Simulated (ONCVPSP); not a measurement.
Before and after: ONCV potential for Mo (Z = 42)

molybdenum (Mo), optimised norm-conserving Vanderbilt (ONCV), made with ONCVPSP 4.0.1 (PBE, fully relativistic). Core [Ar] 3d10, reference 4s2 4p6 4d5 5s1. Waves: 4s+5s: rc 1.95 bohr, ncon 3, nbas 8, qcut 5 1/bohr, 2 projectors; 4p: rc 1.25 bohr, ncon 4, nbas 7, qcut 6.9 1/bohr, 2 projectors, debl 3.6 Ha; 4d: rc 1.55 bohr, ncon 5, nbas 10, qcut 5.6 1/bohr, 2 projectors, debl 0.8 Ha. Local part: polynomial inside 0.95 bohr (lpopt 5, dvloc0 0 Ha). Core correction: none.

Open shells are filled in proportion to 2j + 1.

All-electron outer shells of the reference configuration (PBE, scalar-relativistic, ld1.x):

```tsv
shell	level (eV)	outermost node (bohr)	outermost maximum (bohr)
3d	-220.98	–	0.32
4s	-64.35	0.51	0.99
4p	-38.49	0.52	1.08
5s	-4.09	1.34	2.93
4d	-3.75	0.53	1.38
```

Change: s: qcut 6.5; p: qcut 9; d: qcut 7.3.

Cutoffs: the cutoffs (Ha) at which the residual kinetic energy of the hardest occupied pseudo-wave falls to 1 and 0.1 mHa per electron; they do not see the model core or the augmentation charge, which bear on the density cutoff. Errors are all-electron minus pseudo energies relative to the spin-unpolarised reference configuration.

Q: What does the change do?

A: The potential gets softer (46 Ha and 135 Ha → 33 Ha and 39 Ha); of the 4 tests that both files solve, the error grows in 0 and shrinks in 2 by more than 15 % and 0.3 meV (median size 0.7 → 0.5 meV); neither file shows a bound ghost.

```tsv
quantity	base	changed
cutoff, loose	46 Ha	33 Ha
cutoff, tight	135 Ha	39 Ha
loose cutoff by channel	s 5.8 Ha, p 46 Ha, d 30 Ha	s 13 Ha, p 33 Ha, d 20 Ha
bound ghosts	none	none
GHOST(+) flags under 300 eV	s at 31.8 eV	s at 47.9 eV
error for 4s2 4p6 4d5 5s0, meV [ΔE 6.89 eV]	-1.0	-0.5
error for 4s2 4p6 4d4 5s0, meV [ΔE 22.35 eV]	+0.5	+0.5
error for 4s2 4p6 4d3 5s0, meV [ΔE 49.09 eV]	+4.1	+2.5
error for 4s2 4p6 4d4 5s1, meV [ΔE 8.06 eV]	-0.2	-0.2
s: phases at 1.98 bohr within 0.05 rad from the reference energy up to (Ha; the scan ends near 5)	0.8	1.5
p3/2: phases at 1.27 bohr within 0.05 rad from the reference energy up to (Ha; the scan ends near 5)	to the end of the scan	to the end of the scan
p1/2: phases at 1.27 bohr within 0.05 rad from the reference energy up to (Ha; the scan ends near 5)	to the end of the scan	to the end of the scan
d5/2: phases at 1.57 bohr within 0.05 rad from the reference energy up to (Ha; the scan ends near 5)	to the end of the scan	to the end of the scan
d3/2: phases at 1.57 bohr within 0.05 rad from the reference energy up to (Ha; the scan ends near 5)	to the end of the scan	to the end of the scan
```
